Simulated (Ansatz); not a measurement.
C3H6O, SMILES `C=CCO` (C–C–C–O torsion -128°, C–C–O–H torsion -169°) (charge 0, multiplicity 1).

All values below come from CAM-B3LYP/cc-pVTZ // B3LYP-D3(BJ)/def2-TZVP run with Ansatz (a first-principles code).

Ansatz 0.2 input:
```yaml
crystal:
  periodic: [false, false, false]
  atoms:
    - { symbol: C, position_ang: [1.642349, -0.098727, 0.324848] }
    - { symbol: C, position_ang: [0.352, -0.025377, 0.61864] }
    - { symbol: C, position_ang: [-0.748268, -0.167848, -0.379974] }
    - { symbol: O, position_ang: [-1.618382, 0.958799, -0.255825] }
    - { symbol: H, position_ang: [1.983632, -0.244697, -0.693925] }
    - { symbol: H, position_ang: [2.404601, -0.018463, 1.088921] }
    - { symbol: H, position_ang: [0.029032, 0.136834, 1.642526] }
    - { symbol: H, position_ang: [-1.302649, -1.095061, -0.178596] }
    - { symbol: H, position_ang: [-0.330644, -0.237795, -1.391547] }
    - { symbol: H, position_ang: [-2.41167, 0.792332, -0.775069] }
basis:
  gaussian: { orbitals: cc-pVTZ }
hamiltonian:
  xc: cam_b3lyp
```

Output:

```
Functional definition: CAM-B3LYP
1019 factors; their error is unknown
270 factors; integrals over basis functions are off by at most 1.1e-5 eV
mean field evaluation 1: about -5248.7285 eV, gradient 5.4e1 eV
mean field evaluation 2: about -5248.8969 eV, gradient 5.6e1 eV
mean field evaluation 4: about -5254.3747 eV, gradient 2.0e0 eV
mean field evaluation 8: about -5254.3824 eV, gradient 9.4e-2 eV
mean field evaluation 16: about -5254.3685 eV, gradient 4.9e-5 eV
mean field -5254.36853835 eV, -193.0944822456 hartree, gradient 4.9e-5 eV, S^2 0.000000; 0 other end points of the search recorded, 0 dependent functions left out
reference -5254.36865605 eV, -193.0944865707 hartree; 16, 16 occupied and 188, 188 virtual orbitals, 1019 factors
Total energy: -5254.36865605 eV, -193.0944865707 hartree
```
